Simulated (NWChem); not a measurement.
Species: MgSiH$_{3}$F; SMILES [F][Mg][SiH3]

Results from NWChem. Coordinates come from a B3LYP/6-31G* (spherical d) optimisation. Total energies compare along this basis series because the functional is fixed.

```tsv
level	basis functions	energy (Ha)	highest occupied level (eV)	orbital gap (eV)	dipole (D)	relative time
PBE/def2-SVP	65	-590.6548	-6.53	4.71	1.23	1
PBE/def2-SVPD	92	-590.6689	-6.56	4.70	1.43	2
PBE/def2-TZVP	118	-590.9525	-6.52	4.58	1.33	4
PBE/def2-TZVPP	147	-590.9531	-6.52	4.58	1.33	4
PBE/def2-QZVP	268	-590.9809	-6.50	4.56	1.29	20
```

Times are rough ratios from one shared machine.
